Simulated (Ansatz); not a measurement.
Input file for Ansatz (a first-principles code): U-BLYP/def2-TZVPP on H2MoO2 (SMILES [OH][Mo][OH]), 2S+1 = 3, a spin state set in the input, which need not be the lowest. Elements past Kr take the def2 small-core potentials; no spin–orbit coupling.

Ansatz 0.2 input:
```yaml
crystal:
  periodic: [false, false, false]
  atoms:
    - {symbol: Mo, position_ang: [0.26910651, -0.11894897, 0.24448548]}
    - {symbol: O, position_ang: [1.35208881, 0.22094682, -1.19310717]}
    - {symbol: H, position_ang: [1.61884160, 0.48388022, -2.07557325]}
    - {symbol: O, position_ang: [-1.19049166, -0.29079811, 1.33767111]}
    - {symbol: H, position_ang: [-2.10331642, -0.26543341, 1.62940962]}
basis:
  gaussian:
    orbitals: def2-TZVPP
hamiltonian:
  xc: {name: BLYP}
magnetization: {spin_polarized: true, initial_magnetization: 2}
```

The head of its log:

```
WARN ansatz: RAYON_NUM_THREADS=1 ignored (pool sized by the plan → 1); use --threads N
Functional definition: BLYP
integrals: 0.04 GiB planned
719 factors; their error is unknown
mean field: 0.49 GiB planned
mean field evaluation 1: about -5970.2213 eV, gradient 6.4e1 eV
mean field evaluation 2: about -5854.6306 eV, gradient 1.6e2 eV
```

Q: Predict the final total energy.

A: -219.8927 hartree.
